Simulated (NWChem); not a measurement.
Species: C2H3F3Si; SMILES F[SiH2]C=C(F)F

```xyz
9

F     -0.5623     2.6531     0.0000
Si     0.4413     1.3860     0.0000
C     -0.6351    -0.1284     0.0000
C     -0.1486    -1.3625     0.0000
F     -0.8495    -2.4839     0.0000
F      1.1506    -1.6508     0.0000
H      1.2963     1.4562     1.2121
H      1.2963     1.4562    -1.2121
H     -1.7175    -0.0365     0.0000
```
Atoms are numbered in this order, from 1.

Computed with NWChem. Medium grid unless said otherwise, to which SCAN and Minnesota functionals are sensitive. Coordinates come from a B3LYP/6-31G* (spherical d) optimisation. B3LYP is NWChem's, with the RPA form of VWN correlation.

Problem. Among these, which level gives the lowest value of “dipole (D)”?
(A) BLYP/def2-TZVP
(B) B3LYP/def2-TZVP
(C) r2SCAN/def2-TZVP
(D) Hartree-Fock/def2-TZVP

Solution. D, Hartree-Fock/def2-TZVP. Values: Hartree-Fock/def2-TZVP 0.43; B3LYP/def2-TZVP 0.50; BLYP/def2-TZVP 0.57; r2SCAN/def2-TZVP 0.62
